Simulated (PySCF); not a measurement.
## Correlation energy of Cr¹³⁺ (chromium, charge +13)

[Ne] 3s1, 2S determinant. All numbers are calculated (PySCF 2.14, no relativity, point nucleus, in an even-tempered Gaussian basis (17 s from 0.81 bohr⁻², ratio 2.5; 11 p from 1.1 bohr⁻², ratio 2.5; 5 d from 4.4 bohr⁻², ratio 2.7; 4 f from 6.6 bohr⁻², ratio 2.7)). Frozen: 1s2; 9 electrons correlated; the 18 highest virtual orbitals of each spin left out.

```tsv
level	correlation energy (mhartree)
CCSD	-310.76
(T)	-0.54
CCSD(T)	-311.30
```

Diagnostics: T1 = 0.00048, D1 = 0.0018, largest double amplitude 0.005.

Cost of the coupled-cluster step: about 14 core-seconds, for 9 correlated electrons.

Iterations:

```
CC2 = 0
CCSD nocc = (np.int64(5), np.int64(4)), nmo = (84, 84)
frozen orbitals [[0, 85, 86, 87, 88, 89, 90, 91, 92, 93, 94, 95, 96, 97, 98, 99, 100, 101, 102], [0, 85, 86, 87, 88, 89, 90, 91, 92, 93, 94, 95, 96, 97, 98, 99, 100, 101, 102]]
max_cycle = 100
direct = 0
conv_tol = 1e-08
conv_tol_normt = 1e-06
diis_space = 8
diis_start_cycle = 0
Init t2, MP2 energy = -0.307600127262191
Init E_corr(UCCSD) = -0.307600127262191
cycle = 1  E_corr(UCCSD) = -0.310481899752111  dE = -0.00288177249  norm(t1,t2) = 0.00240508
cycle = 2  E_corr(UCCSD) = -0.310739611588834  dE = -0.000257711837  norm(t1,t2) = 0.000250358
cycle = 3  E_corr(UCCSD) = -0.310756214931393  dE = -1.66033426e-05  norm(t1,t2) = 3.32303e-05
cycle = 4  E_corr(UCCSD) = -0.310755807828753  dE = 4.07102641e-07  norm(t1,t2) = 5.69592e-07
cycle = 5  E_corr(UCCSD) = -0.31075577578559  dE = 3.20431623e-08  norm(t1,t2) = 3.67381e-08
cycle = 6  E_corr(UCCSD) = -0.310755776364269  dE = -5.78678605e-10  norm(t1,t2) = 1.35165e-09
UCCSD converged
E(UCCSD) = -971.5505147502467  E_corr = -0.3107557763642689
UCCSD(T) correction = -0.000536713396390675
```
